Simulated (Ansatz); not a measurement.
Isolated molecules relaxed with PBE0-D4/def2-TZVP in Ansatz; ΔE leaves out vibrations. CBS: MP2 limit from def2 TZ/QZ plus the TZ coupled-cluster correction, frozen cores. Functionals use def2-TZVPP. B3LYP here is the variant with VWN-RPA as its local correlation; programs differ in this. Each species was taken in one conformer, which may not be the lowest.

`CB([SiH3])BS` + `CNN` → `CB(N)[SiH3]` + `CNBS`  (formal exchange of groups at a B–B bond)

`CB([SiH3])BS`:

Z-matrix (Å, degrees):
```
C
B 1 1.563
H 1 1.092 2 115.6
H 1 1.104 2 103.4 3 -114.9
H 1 1.092 2 115.2 3 130.0
Si 2 2.029 1 118.1 3 24.1
B 2 1.648 1 124.5 3 -157.3
H 6 1.494 2 106.7 1 -84.5
H 6 1.492 2 111.6 1 32.5
H 6 1.489 2 114.9 1 156.2
S 7 1.778 2 124.4 1 -86.1
H 7 1.199 2 123.1 1 96.5
H 11 1.346 7 100.4 2 1.9
```

`CNN`:

```xyz
9

C     0.278    1.042    0.091
N     0.383   -0.308   -0.412
N    -0.293   -1.209    0.439
H    -0.759    1.394    0.216
H     0.789    1.717   -0.599
H     0.770    1.098    1.063
H     0.020   -0.349   -1.359
H    -1.291   -1.255    0.244
H     0.103   -2.130    0.317
```

`CB(N)[SiH3]`:

Cartesian coordinates in Å:
```
C 0.129 0.949 -1.314
B 0.128 0.276 0.107
N 0.603 0.971 1.216
Si -0.558 -1.613 0.387
H -0.884 0.977 -1.731
H 0.522 1.970 -1.318
H 0.720 0.358 -2.022
H 0.626 0.591 2.147
H 0.959 1.913 1.157
H 0.202 -2.602 -0.432
H -1.991 -1.742 -0.010
H -0.455 -2.048 1.813
```

`CNBS`:

Cartesian coordinates in Å:
```
C 1.065 -1.112 -0.267
N 0.100 -0.075 -0.550
B -0.625 0.640 0.395
S -1.804 1.917 -0.143
H 0.770 -2.069 -0.710
H 2.058 -0.853 -0.645
H 1.137 -1.246 0.812
H -0.026 0.113 -1.533
H -0.472 0.414 1.558
H -2.203 2.272 1.085
```

| level | ΔE (kJ/mol) |
| --- | --- |
| r2SCAN-D4 | -420.0 |
| B3LYP-D4 | -419.9 |
| MP2/def2-TZVPP | -439.7 |
| HF/CBS(def2) | -426.3 |

What does CCSD(T)/CBS give? (Estimate.)

The calculation gave: -425.0 kJ/mol. The listed levels differ from it by 5.0, 5.1, -14.7, -1.3 kJ/mol.

Largest T1 diagnostic among the species: 0.014.

From PBE to PBE0 (25 % exact exchange), in def2-TZVPP and without D4, ΔE moves by −7.1 kJ/mol.
